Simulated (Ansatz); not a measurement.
The molecule ZnP, multiplicity 4 (lowest of 2S+1 = 2, 4 at CCSD(T)/def2-TZVPP on PBE0 minima; our sources give no spin for the ground state, which may be another). No spin–orbit coupling. Zn is treated without relativity.

The constants come from a fifth-degree fit in 1/R (seven points, main isotopes). In def2 and cc sets the state is the lowest found near the PBE0 minimum, followed along R.

The values were computed with Ansatz (Gaussian basis) for Hartree–Fock, density functionals and correlated methods. Values without a source in brackets are computed.

Energies at wB97X-V/def2-TZVPP:

| R (Å) | E (hartree) |
|---|---|
| 2.263317 | -2120.43367690 |
| 2.324159 | -2120.43530775 |
| 2.380133 | -2120.43594722 |
| 2.443409 | -2120.43592881 |
| 2.506685 | -2120.43534963 |
| 2.579695 | -2120.43423449 |
| 2.664873 | -2120.43262025 |

### Question
With a reduced mass of 20.8648 u, find the minimum, the force constant and the constants.

### Answer
A fifth-degree polynomial in 1/R puts the minimum at r_e = 2.4091 Å with force constant 74.0 N/m. Then ω_e = (1/2πc)√(k/μ) = 245 cm⁻¹ and B_e = h/(8π²cμr_e²) = 0.1392 cm⁻¹; the cubic and quartic terms give α_e = 0.0016 and ω_e x_e = 3.4 cm⁻¹.

Ansatz is a first-principles code.
